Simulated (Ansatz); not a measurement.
```yaml
crystal:
  periodic: [false, false, false]
  atoms:
    - {symbol: C, position_ang: [-0.101757, -2.628480, -0.007338]}
    - {symbol: C, position_ang: [-0.624655, -1.544301, 1.149644]}
    - {symbol: Al, position_ang: [-0.259170, 0.357179, 0.937589]}
    - {symbol: Cl, position_ang: [-1.004557, 1.606675, 2.438740]}
    - {symbol: C, position_ang: [0.432558, 1.071430, -0.790102]}
    - {symbol: C, position_ang: [0.430499, 2.720127, -0.786591]}
    - {symbol: H, position_ang: [-0.635703, -2.300747, -0.793758]}
    - {symbol: H, position_ang: [-0.097031, -3.699291, 0.339653]}
    - {symbol: H, position_ang: [0.963621, -2.408371, -0.107677]}
    - {symbol: H, position_ang: [0.016811, -1.837963, 2.114606]}
    - {symbol: H, position_ang: [-1.709730, -1.845087, 1.246596]}
    - {symbol: H, position_ang: [1.442795, 0.739708, -1.139616]}
    - {symbol: H, position_ang: [-0.230198, 0.827091, -1.674074]}
    - {symbol: H, position_ang: [-0.528903, 3.332856, -0.596224]}
    - {symbol: H, position_ang: [1.097803, 3.027259, -1.894458]}
    - {symbol: H, position_ang: [1.064333, 2.959640, -0.152611]}
basis:
  gaussian: {orbitals: def2-TZVPD}
magnetization: {spin_polarized: true, initial_magnetization: 1}
hamiltonian: {xc: {name: wB97X-V}, pseudopotentials: {relativity: scalar}}
output: {forces: true}
```

```sh
$ ansatz run in.yaml --threads 4 --pin off --events-out ev --progress --plain --max-ram 11315MiB
```

It prints (some lines left out):

```
Error: a molecule whose nuclei and cores have a total charge of 64 cannot have a net charge of 0 together with 1 unpaired electrons
```

Something in this input is off. What?

The number of unpaired electrons doesn't fit the electron count. The program refused the input.
